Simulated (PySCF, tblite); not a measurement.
Isomers of C5H8ClFO, one GFN2-xTB conformer each. Single-point energies are computed at PBE0/pcSseg-1 (PySCF, gas phase, no added dispersion term), electronic only.

```tsv
SMILES	GFN2-xTB relative energy (kcal/mol)
CCC[C@@H](F)C(=O)Cl	3.8
CC[C@@H](CF)C(=O)Cl	0.0
```

Conformers: `[CH3:1][CH2:2][CH2:3][C@@H:4]([F:5])[C:6](=[O:7])[Cl:8]` with C1–C2–C3–C4 179°, C2–C3–C4–F5 -63°, C3–C4–C6–O7 65°; `[CH3:1][CH2:2][C@@H:3]([CH2:4][F:5])[C:6](=[O:7])[Cl:8]` with C1–C2–C3–C4 172°, C2–C3–C4–F5 -67°, C2–C3–C6–O7 114°.

Task: What does PBE0/pcSseg-1 give for the same structures?

Result: 
```
             SMILES  PBE0/pcSseg-1 E (Eh)  PBE0/pcSseg-1 (kcal/mol)  GFN2-xTB (kcal/mol)  point group
CC[C@@H](CF)C(=O)Cl            -830.00113                       0.0                  0.0           C1
CCC[C@@H](F)C(=O)Cl            -830.00101                       0.1                  3.8           C1
```

Both levels put the same isomer lowest. Neighbours under 2.5 kcal/mol apart (CC[C@@H](CF)C(=O)Cl and CCC[C@@H](F)C(=O)Cl) can change places with a better method, another conformer or zero-point energy.

Task: Which frontier levels, dipoles and rotational constants go with these structures?

Result: 
```
             SMILES  HOMO (eV, PBE0/pcSseg-1)  LUMO (eV)  dipole (D)      A, B, C (MHz)
CC[C@@H](CF)C(=O)Cl                     -8.65      -1.31        1.50  1856, 1255, 995.0
CCC[C@@H](F)C(=O)Cl                     -8.65      -1.35        2.39  2384, 1029, 984.7
```

Task: What happens when harmonic zero-point energies from GFN2-xTB frequencies are added?

Result: 
```
             SMILES  ZPE (kcal/mol)  electronic (kcal/mol)  with ZPE (kcal/mol)
CC[C@@H](CF)C(=O)Cl            77.0                    0.0                  0.0
CCC[C@@H](F)C(=O)Cl            76.9                    0.1                  0.0
```

The zero-point energies span 0.1 kcal/mol. CCC[C@@H](F)C(=O)Cl becomes the lowest.

Task: As an exercise, what shares would exp(−E/RT) give at 1000 K from these electronic energies alone (no entropy, no degeneracies)?

Result: RT = 1.987 kcal/mol: CC[C@@H](CF)C(=O)Cl 50.9 %, CCC[C@@H](F)C(=O)Cl 49.1 %.
